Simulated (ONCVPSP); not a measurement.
**Potentials for carbon (C) compared**

Generated with ld1.x 7.5 (TM, RRKJ, ultrasoft, PAW), atompaw 4.2 or ONCVPSP 4.0.1. The cutoff is in Ry: for ld1.x and atompaw files where the sum of valence levels is converged to 10 mRy in a Bessel basis, for ONCV files where the hardest occupied wave has 1 mHa per electron of residual kinetic energy. The error is the largest all-electron minus pseudo excitation energy over each file’s own four to seven test configurations (ionisations up to +4, promotions, holes and added fractions of an electron), all of which were solved. The labels leave out finer settings (local radius, basis sizes, second energies), which also bear on the numbers. Spin-polarised tests are not counted. The rows are a selection from randomly drawn settings: files with unsolved tests, undetermined cutoffs or missed reference levels are left out.

A true bound ghost makes a file unfit for plane-wave use even where its test errors are small: the radial tests pick states by their node count and pass the ghost by.

```csv
potential,cutoff (Ry),largest error (meV),bound ghosts
"ONCV, PBEsol, scalar-relativistic, rc 1.05/2.65 (sp), local s, core correction yes, reference 2s2 2p2, qcut 6.1/5.1, projectors 0/2",36,+1505,none
"ONCV, LDA (Perdew-Wang 92), scalar-relativistic, rc 1.00/1.75/1.55 (spd), local s, core correction yes, reference 2s2 2p1.5, qcut 7.6/7.6/6.3, projectors 0/2/3",42,+145,none
"ONCV, PBEsol, scalar-relativistic, rc 1.30/1.95/1.65 (spd), local s, core correction yes, reference 2s2 2p2, qcut 4.8/5.8/5.9, projectors 0/1/2",28,+789,none
"ONCV, PBE, non-relativistic, rc 1.20/2.50/2.60 (spd), local smoothed, core correction no, reference 2s2 2p1, qcut 6.6/5/3.3, projectors 1/2/2",41,+860,none
"ONCV, PBEsol, scalar-relativistic, rc 1.20/1.10/1.10 (spd), local smoothed, core correction yes, reference 2s2, qcut 6.7/7.6/8, projectors 2/3/2",38,+66,p
```

Question: Fill in the row for C: ONCV, PBEsol, scalar-relativistic, rc 1.30/2.65/2.80 (spd), local smoothed, core correction yes, reference 2s2 2p1, qcut 6.1/4.3/3.8, projectors 2/2/2.

Answer: cutoff 31 Ry, largest error +1050 meV, bound ghosts: none.

Question: Fill in the row for C: ONCV, PBE, scalar-relativistic, rc 0.50/1.35/1.15 (spd), local smoothed, core correction no, reference 1s2 2s2 2p0.5, qcut 21.8/6.1/7, projectors 2/2/2.

Answer: cutoff 448 Ry, largest error +41 meV, bound ghosts: none.

Question: Fill in the row for C: ONCV, PBEsol, scalar-relativistic, rc 1.10/2.80 (sp), local smoothed, core correction yes, reference 2s2 2p1, qcut 6.1/4.6, projectors 2/1.

Answer: cutoff 42 Ry, largest error +1143 meV, bound ghosts: none.
